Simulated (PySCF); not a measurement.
**NMR parameters from quadrupole coupling constants**

Species: C3H13NO3Si2.
Structure used (GFN2-xTB), in Å, numbered top down from 1:
```xyz
22
C3H13NO3Si2 angstrom
C     -1.8688    1.8474    0.2215
O     -0.9580    1.0846   -0.5242
C     -0.6933   -0.2174    0.0027
C     -1.6761   -1.2357   -0.5606
O     -1.3783   -1.5075   -1.9116
Si     1.0837   -0.5921   -0.5798
N      1.3715   -2.2730   -0.3641
O      2.1348    0.1523    0.4089
Si     2.4896    1.2717    1.5210
H     -1.9774    2.7986   -0.2979
H     -1.4922    2.0285    1.2360
H     -2.8498    1.3623    0.2921
H     -0.7741   -0.1926    1.0956
H     -2.7153   -0.8861   -0.4654
H     -1.5745   -2.1809   -0.0257
H     -1.3438   -0.6560   -2.3631
H      1.3127    0.0261   -1.8860
H      2.3264   -2.5940   -0.3862
H      0.7775   -2.9103   -0.8698
H      3.9496    1.2862    1.5347
H      1.9233    0.8493    2.8044
H      1.9221    2.5578    1.1166
```

Computed at PBE0/pcSseg-1 (PySCF, non-relativistic):

```csv
atom,environment,nucleus,spin I,Q (b),CQ = χzz (MHz),η
O2,ether oxygen,17O,5/2,-0.0256,-12.104,0.930
O5,alcohol oxygen,17O,5/2,-0.0256,11.277,0.909
N7,silicon-bound nitrogen,14N,1,0.02044,-4.228,0.366
O8,siloxane oxygen,17O,5/2,-0.0256,-6.447,0.222
```

Q: Give the quadrupolar product PQ = |CQ|√(1 + η²/3), the quadrupolar frequency νQ = 3|CQ|/[2I(2I − 1)] and the Larmor frequency ν0 = |g| × 7.62259 MHz/T × B at 16.45 T, with g(17O) = −0.75752, g(14N) = 0.40376.

A: 
```csv
atom,PQ (MHz),νQ (MHz),ν0 (MHz),νQ/ν0
O2,13.74,1.816,94.99,0.019
O5,12.74,1.692,94.99,0.018
N7,4.321,6.342,50.63,0.125
O8,6.500,0.967,94.99,0.010
```

For O2: PQ = 12.10 × 1.1352, νQ = 12.10 × 0.1500, ν0 = 5.7742 MHz/T × 16.45 T.

Q: Second-order quadrupolar shift of the central transition's centre of gravity (half-integer spins, νQ < ν0/10) at 16.45, 18.8 and 23.5 T.

A: From −(3/40)(PQ/ν0)²[I(I + 1) − 3/4]/[I(2I − 1)]², which goes as 1/B² (ppm):

```csv
site,16.45 T,18.8 T,23.5 T
17O at O2,-126,-96.1,-61.5
17O at O5,-108,-82.6,-52.9
17O at O8,-28.1,-21.5,-13.8
```

Q: In the extreme-narrowing limit, with isotropic tumbling and one correlation time, the quadrupolar linewidth goes as PQ². What relative widths follow for the 17O sites?

A: O2 1, O5 0.86, O8 0.22, with O2 as 1.

Q: Quadrupolar 1/T1 and linewidth for τc = 4 ps (extreme narrowing, isotropic tumbling)?

A: Rate = (3π²/10) PQ² τc (2I + 3)/[I²(2I − 1)], the same for T1 and T2; width = rate/π.

```tsv
site	spin factor (2I + 3)/[I²(2I − 1)]	1/T1 (s⁻¹)	T1 (ms)	linewidth (Hz)
17O at O2	0.320	715	1.4	228
17O at O5	0.320	615	1.63	196
14N at N7	5.000	1110	0.904	352
17O at O8	0.320	160	6.25	51
```

The couplings are those of the rigid, isolated species; surroundings and motion change them. GFN2-xTB bond lengths can be off by several hundredths of an ångström, more for odd bonds, and the gradients follow them. With a basis this small, the couplings can be 20 % off.

One conformer stands for the species.
